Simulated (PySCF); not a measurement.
# Spin–orbit doublets of 2p levels

(F2Al-mu-PH2)2.
Bonds: Al1–F2, Al1–F3, Al1–P4, Al1–P8, P4–Al5, Al5–F6, Al5–F7, Al5–P8. Hydrogens: H9, H10 on P4; H11, H12 on P8.

Method: delta-SCF UKS SCAN, pcX-2 on the ionised atom, pcseg-1 elsewhere, spin-free X2C (PySCF 2.14.0). Binding energies are ΔSCF values: E(core-ionised, relaxed orbitals) − E(ground state) at a fixed geometry, referred to the vacuum level. Spin–orbit coupling isn't in the SCF: each 2p doublet comes from a relaxed spin-free hole plus a matrix of the shell (mean-field spin–orbit coupling and the ground-state 2p splitting), with 2p3/2 averaged over its two sublevels. The splitting includes the ligand field, and 2p3/2 is the mean of two sublevels.

```tsv
atom	mean of the 2p shell (eV)	splitting (eV)
P4/P8	137.807	0.889
```

Task: Where do the two lines of each doublet lie?

Result: 2p3/2 = mean − splitting/3 and 2p1/2 = mean + 2 × splitting/3:

| atom | environment | 2p3/2 (eV) | 2p1/2 (eV) |
| --- | --- | --- | --- |
| P4/P8 | phosphorus bonded to 2 Al and 2 H | 137.51 | 138.40 |

Task: What are the 1s binding energies of the same atoms?

Result: P4/P8 2150.93 eV.

Task: Which Kα1 and Kα2 emission energies and wavelengths follow?

Result: The photon carries the difference of the 1s-hole and 2p-hole states, both at the ground state's geometry; λ = 12398.42 eV Å/E.

| atom | Kα1 (eV) | Kα2 (eV) | λ(Kα1) (Å) | λ(Kα2) (Å) |
| --- | --- | --- | --- | --- |
| P4/P8 | 2013.42 | 2012.53 | 6.1579 | 6.1606 |

Task: And the 1s levels of the other atoms?

Result: F2/F3/F6/F7 (fluorine bonded to Al) 691.55 eV; Al1/Al5 (aluminium bonded to 2 F and 2 P) 1568.03 eV.

Atoms equivalent by their bonding share one computed value, that of the first of them. Isolated species at its PBE0-D3(BJ)/def2-SVP geometry (one conformer only).
